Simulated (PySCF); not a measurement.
Magnetisability: `c1(F)cc(OCC)[n-]n1`, [C5H6FN2O]-, charge -1

Geometry:
```
atom   x (Å)   y (Å)   z (Å)
  C1  -1.950   1.074  -0.234
  C2  -1.692  -0.431  -0.232
  O3  -0.572  -0.795   0.529
  C4   0.643  -0.461  -0.055
  C5   1.894  -0.753   0.489
  C6   2.724  -0.215  -0.489
  F7   4.096  -0.220  -0.464
  N8   2.062   0.329  -1.492
  N9   0.749   0.173  -1.218
 H10  -2.059   1.441   0.786
 H11  -2.854   1.299  -0.797
 H12  -1.096   1.556  -0.702
 H13  -2.537  -0.969   0.219
 H14  -1.557  -0.765  -1.270
 H15   2.144  -1.255   1.403
```

Total charge -1.

The calculation used GIAO wB97X-D/aug-pcSseg-1 magnetisability, rotational g tensor and spin-rotation constants, non-relativistic, gas phase (PySCF). Geometry: GFN2-xTB.

For an ion the centre-of-mass motion in the field is neglected.

(1) How diamagnetic is it, and how anisotropic?

(2) Split it along the inertial axes a, b, c into diamagnetic and paramagnetic parts about the centre of mass, with the quadrupole moment.

(3) And the rotational g tensor?

Results:

(1) Isotropic -1255 × 10⁻³⁰ J/T², or -75.6 × 10⁻⁶ cm³/mol; principal values -1633, -1112, -1021 × 10⁻³⁰ J/T², anisotropy 572 × 10⁻³⁰ J/T² (root of half the summed squared differences of the principal values). The susceptibility is in cgs units.

(2) 
```tsv
axis	χ (10⁻⁶ cm³/mol)	diamagnetic (10⁻⁶ cm³/mol)	paramagnetic (10⁻⁶ cm³/mol)	summed x² of all electrons (Å²)	quadrupole Θ (D Å)
a	-66.1	-345.1	279.0	298.9	-10.07
b	-65.0	-1368.7	1303.7	57.7	-0.08
c	-95.7	-1512.9	1417.2	23.7	+10.15
```
Anisotropies 2χaa − χbb − χcc = +28.4 and 2χbb − χaa − χcc = +31.9 × 10⁻⁶ cm³/mol. Θ is traceless in Buckingham's convention.

(3) 
```tsv
axis	rotational constant (GHz)	g	nuclear part	electronic part
a	5.2076	-0.1017	0.5809	-0.6826
b	0.9208	-0.0210	0.5429	-0.5640
c	0.8277	-0.0093	0.5418	-0.5511
```
Asymmetric top; isotopes 12C, 19F, 1H, 14N, 16O; no vibrational averaging.
